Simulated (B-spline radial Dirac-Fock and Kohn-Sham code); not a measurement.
# Te⁶⁺: non-radiative channels of the L1 vacancy

System: tellurium as Te⁶⁺ in the configuration [Kr] 4d10.

Method: independent-particle rates on relativistic LDA orbitals of the hole state (multipoles up to L = 3, Coulomb Auger matrix elements, transition energies from Dirac-Fock). Computed with a radial atomic solver. Kinetic energies are configuration averages from the vacuum level; the two-hole energies are estimated from single-hole states.

```
transition  kinetic energy (eV)  width (meV)  share (%)
   L1-L2N1                39.00          186        6.1
   L1-L2N3                98.61          164        5.4
   L1-L3N1                310.0          247        8.1
   L1-L3N3                369.9          204        6.7
   L1-L3N4                451.9          201        6.6
   L1-L3N5                453.9          262        8.6
   L1-M1M3               2985.2          162        5.4
   L1-M1M4               3217.0          132        4.3
   L1-M1M5               3227.6          186        6.1
   L1-M4M5               3649.7          270        8.9
```

Coster-Kronig rates are the weakest part of this model and often come out 1.5 to 2.5 times too large. The listed channels hold 66 % of the non-radiative rate. Summed by principal shells, of 3.04 eV in all: LLN 53.4 %, LMM 35.7 %, LMN 10.2 %, LNN 0.7 %.
